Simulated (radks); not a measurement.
Results of a calculation; reference values are marked as such.
Q: These are the eigenvalues of the occupied orbitals of an atom or ion with whole-number occupations (eV). Level of theory: scalar-relativistic Kohn-Sham, exchange-only LDA, spin-polarised, spherical densities, point nucleus (a radial shooting solver on a logarithmic mesh with Libxc functionals).

orbital  eigenvalue
1s up     -50728.69
1s down   -50708.62
2s up     -12202.40
2s down   -12169.12
2p up     -11571.46

Which element is it, and in what charge state? The configuration may be excited. Open shells, if any, are filled with parallel spins first.

A: Z = 61, promethium, charge +56: Pm56+ in [He] 2s2 2p1. The list shows which subshells hold electrons but not how many an open one holds; the 1s level, -1864.2 hartree, gives Z - s = 61.1 by -(Z - s)^2/2, which with screening and relativity narrows Z to a few neighbours, and the depths of the outer levels then fix element, charge and occupations together.
